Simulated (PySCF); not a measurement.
## Broadened absorption spectrum of C4H7FO2S

Compound: C₄H₇FO₂S.
SMILES: `[S@](C)(=O)C(OCF)=C`

Computed with PySCF, TDDFT wB97X-D/def2-SVPD, vertical, gas phase, core orbitals frozen in the response. The structure is a single GFN2-xTB conformer in the gas phase; no vibrational or solvent corrections. Torsions of this conformer, `[CH2:1]=[C:2]([O:3][CH2:4][F:5])[S@:6]([CH3:7])=[O:8]`: C1–C2–O3–C4 -3°, C2–O3–C4–F5 70°, C1–C2–S6–C7 113°.

Computed states:

| state | E (eV) | f |
| --- | --- | --- |
| S1 | 5.80 | 0.085 |
| S2 | 6.11 | 0.0066 |
| S3 | 6.82 | 0.021 |
| S4 | 6.95 | 0.012 |
| S5 | 6.96 | 0.170 |
| S6 | 7.16 | 0.0043 |
| S7 | 7.20 | 0.0092 |
| S8 | 7.29 | 0.032 |

Broadening: Gaussians 0.4 eV wide at half height, area fixed by f = 4.319×10⁻⁹ ∫ε dν̃. The width is an assumption, not a result. The curve ends short of the highest state used, and states not computed would add to its high-energy end.

Task: What does the envelope look like, and where are its maxima?

Result: 
(E (eV), ε (L mol⁻¹ cm⁻¹)): (5.20, 11), (5.24, 25), (5.29, 64), (5.33, 125), (5.37, 234), (5.41, 413), (5.46, 777), (5.50, 1211), (5.54, 1785), (5.58, 2491), (5.63, 3495), (5.67, 4308), (5.71, 5027), (5.75, 5556), (5.80, 5837), (5.84, 5722), (5.88, 5329), (5.93, 4549), (5.97, 3807), (6.01, 3057), (6.05, 2369), (6.10, 1655), (6.14, 1215), (6.18, 879), (6.22, 632), (6.27, 417), (6.31, 306), (6.35, 242), (6.39, 230), (6.44, 306), (6.48, 472), (6.52, 772), (6.57, 1408), (6.61, 2191), (6.65, 3262), (6.69, 4636)

Maxima: 214 nm (5.80 eV), ε about 5800, made up of S1 (98%) (ε in L mol⁻¹ cm⁻¹; maxima over ε = 5, shares over 10%). At its high-energy end, 6.69 eV, the curve is still rising (ε about 4600, from S3 and S5).

Task: What would ε be at 5.80 eV, the highest of these maxima, with half the width (0.2 eV)?

Result: About 11500 L mol⁻¹ cm⁻¹ against 5840, a factor of about 1.97; a lone state at its own centre would give exactly 2.

Task: Coming from long wavelengths, where does ε first pass 100 L mol⁻¹ cm⁻¹?

Result: At about 233 nm (5.32 eV), 0.48 eV below S1.

Task: On this curve, what absorbance would a 10⁻⁴ mol/L sample give at 193 nm over a 1 cm path?

Result: 193 nm is 6.424 eV, where ε is about 270 L mol⁻¹ cm⁻¹, so A = ε c l ≈ 0.027 (Beer–Lambert, with the gas-phase spectrum and the assumed width).
